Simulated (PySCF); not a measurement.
## Ga (gallium, neutral) across methods

[Ar] 3d10 4s1 4p1 5s1, high-spin 4P determinant (an excited configuration). Calculation: PySCF 2.14, in aug-cc-pVQZ-PP with one added diffuse shell each of s, p, d, f, g type with ECP10MDF (8s7p6d4f3g, 114 functions); a scalar-relativistic core potential.

| method | E (hartree) | mean ε 4s α (eV) | mean ε 4p α (eV) | mean ε 5s α (eV) | Σ⟨r²⟩ (bohr²) | ⟨S²⟩ |
| --- | --- | --- | --- | --- | --- | --- |
| r2SCAN | -259.0197 | -14.186 | -6.860 | -1.911 | 80.05 | 3.752 |
| PBE0 | -259.0959 | -14.961 | -7.491 | -2.240 | 81.07 | 3.751 |
| LDA | -258.6916 | -13.978 | -6.464 | -1.968 | 78.14 | 3.751 |
| UHF | -258.03711 | -18.223 | -10.286 | -2.896 | 87.93 | 3.752 |
| B3LYP | -259.1704 | -14.763 | -7.205 | -2.107 | 80.98 | 3.751 |
| PBE | -259.1315 | -13.701 | -6.456 | -1.928 | 79.88 | 3.751 |
| TPSSh | -259.0551 | -14.217 | -6.944 | -1.999 | 80.89 | 3.751 |
| MN15 | -259.4909 | -15.250 | -7.742 | -2.270 | 88.31 | 3.751 |

Energies and moments cover only the electrons outside the core potential. The outer electron is Rydberg-like, and this basis confines it to a smaller radius and binds it less than a complete one would.
